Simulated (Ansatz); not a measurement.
`COB(S)S` + H–F → `FB(S)S` + CH₃OH  (ligand exchange at a B–O bond)

Computed with Ansatz on PBE0-D4/def2-TZVP structures; ΔE is electronic, products minus reactants. CBS: MP2 limit from def2 TZ/QZ plus the TZ coupled-cluster correction, frozen cores. This one scheme is used for every species. DFT in def2-TZVPP. B3LYP here is the variant with VWN-RPA as its local correlation; programs differ in this. Each species was taken in one conformer, which may not be the lowest.

| level | ΔE (kcal/mol) | difference from CCSD(T)/CBS |
| --- | --- | --- |
| PBE-D4 | -0.9 | -1.9 |
| PBE0-D4 | -0.5 | -1.5 |
| B3LYP-D4 | -0.9 | -1.9 |
| B2PLYP | -1.6 | -2.6 |
| PBE | -2.4 | -3.4 |
| r2SCAN | -1.9 | -2.9 |
| PBE0 | -1.8 | -2.8 |
| B3LYP | -3.4 | -4.4 |
| HF/def2-TZVPP | -3.9 | -4.9 |
| MP2/def2-TZVPP | 1.6 | 0.6 |
| SCS-MP2/def2-TZVPP | 0.2 | -0.8 |
| CCSD(T)/def2-TZVPP | 0.2 | -0.8 |
| HF/def2-QZVPP | -3.8 | -4.8 |
| SCS-MP2/def2-QZVPP | 0.6 | -0.4 |
| HF/CBS(def2) | -3.8 | -4.8 |
| CCSD/CBS(def2) | 0.3 | -0.7 |
| CCSD(T)/CBS | 1.0 | 0 |

Largest T1 diagnostic among the species: 0.013.

In def2-TZVPP, CCSD(T) changes the Hartree–Fock value by +4.1 kcal/mol (the triples alone add +0.7 kcal/mol) and MP2 by +5.4 kcal/mol. The D4 term adds +2.5 kcal/mol with B3LYP and +1.4 kcal/mol with PBE0; it sums over pairs of atoms, weighted by their polarisabilities, and B3LYP, whose exchange is more repulsive, gets the larger term.
